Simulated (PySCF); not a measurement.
# Calculated NMR parameters of C[SiH2]O[Si@@H](C)OC(C)C

| Property | Result |
| --- | --- |
| Formula | C5H16O2Si2 |
| SMILES | C[SiH2]O[Si@@H](C)OC(C)C |
| Point group of the computed structure | C1 |
| Degrees of unsaturation | 0 |
| Carbon signals | 5 |
| Proton signals | 8 |

Mapped SMILES: `[CH3:1][SiH2:2][O:3][Si@@H:4]([CH3:5])[O:6][CH:7]([CH3:8])[CH3:9]`. Hydrogens are named by the atom that carries them. Ha(Si2) is pro-R; Hb(Si2) is pro-S.

Theory: GIAO PBE0/pcSseg-1 shieldings, geometry from GFN2-xTB, in PySCF 2.14 (gas phase, relativity neglected, one computed conformer, equivalent nuclei averaged).

References, each an isolated molecule treated in the same way: 1H (σ = 31.72 ppm) and 13C (σ = 186.93 ppm) and 29Si (σ = 349.16 ppm) against TMS; H2O for 17O (σ = 336.08 ppm).

| carbon | δC, type | δH (multiplicity) | HMBC from (2–3 bonds) | span of the C tensor (ppm) |
| --- | --- | --- | --- | --- |
| C1 | 1.1, CH3 | 0.35 (m) | Hb(Si2), Ha(Si2) | 23 |
| C5 | 0.7, CH3 | 0.05 (d) | H(Si4) | 16 |
| C7 | 67.2, CH | 4.30 (m) | H(Si4), H(C9), H(C8) | 67 |
| C8 | 25.9, CH3 | 1.26 (d) | H(C7), H(C9) | 42 |
| C9 | 27.8, CH3 | 1.27 (d) | H(C7), H(C8) | 45 |

Other nuclei:
| atoms | nucleus | environment | δ (ppm) | σ (ppm) |
| --- | --- | --- | --- | --- |
| Hb(Si2) | 1H | hydrogen on a silicon bonded to C, O | 5.25 | 26.47 |
| Ha(Si2) | 1H | hydrogen on a silicon bonded to C, O | 5.24 | 26.48 |
| H(Si4) | 1H | hydrogen on a silicon bonded to C, 2 O | 5.07 | 26.64 |
| Si2 | 29Si | silicon bonded to C, O, 2 H | -25.3 | 374.5 |
| Si4 | 29Si | silicon bonded to C, 2 O, H | -32.6 | 381.8 |
| O6 | 17O | oxygen bonded to C, Si | 97.5 | 238.6 |
| O3 | 17O | oxygen bonded to 2 Si | 61.9 | 274.2 |

1. Carbon types of the structure: 1 × CH, 4 × CH3, leaving 3 H on heteroatoms.
2. δC 67.2: sp3 CH bonded to O; pulled downfield by the heteroatom.
3. δC 27.8, 25.9: methyl carbon; saturated and bonded to C and H only.
4. δC 1.1, 0.7: methyl carbon bonded to Si; an electropositive neighbour leaves it electron-rich and shielded.
5. δH 4.30: hydrogen on an sp3 CH bonded to O; its carbon carries O, which withdraws density.
6. δH 0.35, 0.05: hydrogen on a methyl carbon bonded to Si; an electropositive neighbour shields it, as in TMS itself.

Shifts are as computed. Against solution values, carbons near 30 ppm lie about +3 ppm off and those near 130 ppm about +5 ppm. Of 1211 compounds with measured shifts, 218 miss one by over three times the rms of a fit or turn the order of signals round; such compounds aren't used in these exercises. Experimental scales use liquid or dissolved standards, which lie at an offset from isolated H2O (liquid H2O: subtract about 36 ppm). No couplings were computed; multiplicities are counted from neighbouring protons, with m where these are inequivalent, close in shift, in a saturated or five-membered ring or joined by F or P, and br s for small geminal =CH2 splittings.
